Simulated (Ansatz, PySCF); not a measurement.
H6N3Si, SMILES N[Si](N)N, multiplicity 2. Atoms are numbered in the order given.

```xyz
10

N     -0.4196     1.6161     0.1208
Si    -0.0019    -0.0198    -0.3385
N      1.5331    -0.3872     0.4167
N     -1.1945    -1.0746     0.3874
H     -1.3410     1.7448     0.5340
H     -0.2006     2.3844    -0.5072
H      2.1760    -1.0283    -0.0396
H      2.0382     0.4022     0.8140
H     -1.9921    -1.3822    -0.1620
H     -0.8317    -1.8417     0.9496
```
Charge 0, spin multiplicity 2.

The structure is a stationary point at B3LYP-D3(BJ)/def2-SVP. The values are those of a single conformer.

Two levels are set side by side: PBE-D3(BJ)/def2-SVP (Ansatz, a program for electronic structure) and B3LYP-D3(BJ)/def2-SVP (Ansatz). Each level has its own optimised geometry; the coordinates shown are those of the second. Frequencies come from the Hessian of PySCF at each geometry. Differences are taken from unrounded values.

| quantity | B3LYP-D3(BJ) |
|---|---|
| mean bond length (Å) | 1.261 |
| bond N1–Si2 (Å) | 1.750 |
| bond Si2–N3 (Å) | 1.750 |
| bond Si2–N4 (Å) | 1.750 |
| bond N1–H5 (Å) | 1.018 |
| bond N1–H6 (Å) | 1.016 |
| bond N3–H7 (Å) | 1.016 |
| bond N3–H8 (Å) | 1.018 |
| bond N4–H9 (Å) | 1.016 |
| bond N4–H10 (Å) | 1.018 |
| highest harmonic wavenumber (cm⁻¹) | 3642 |
| mean harmonic wavenumber (cm⁻¹) | 1413 |
| zero-point energy (kcal/mol) | 48.47 |

Problem. What does PBE-D3(BJ) give, and how far is it from B3LYP-D3(BJ)? (An estimate is asked for; the answer gives what the named calculation found.)

Solution. 
```csv
quantity,PBE-D3(BJ),PBE-D3(BJ) minus B3LYP-D3(BJ)
mean bond length (Å),1.271,0.010
bond N1–Si2 (Å),1.763,0.014
bond Si2–N3 (Å),1.763,0.014
bond Si2–N4 (Å),1.763,0.014
bond N1–H5 (Å),1.026,0.008
bond N1–H6 (Å),1.024,0.008
bond N3–H7 (Å),1.024,0.008
bond N3–H8 (Å),1.026,0.008
bond N4–H9 (Å),1.024,0.008
bond N4–H10 (Å),1.026,0.008
highest harmonic wavenumber (cm⁻¹),3560,-82
mean harmonic wavenumber (cm⁻¹),1382,-31
zero-point energy (kcal/mol),47.41,-1.06
```

Exact exchange shortens and stiffens bonds; PBE has none. Differences between two approximate levels are no errors against the true value.
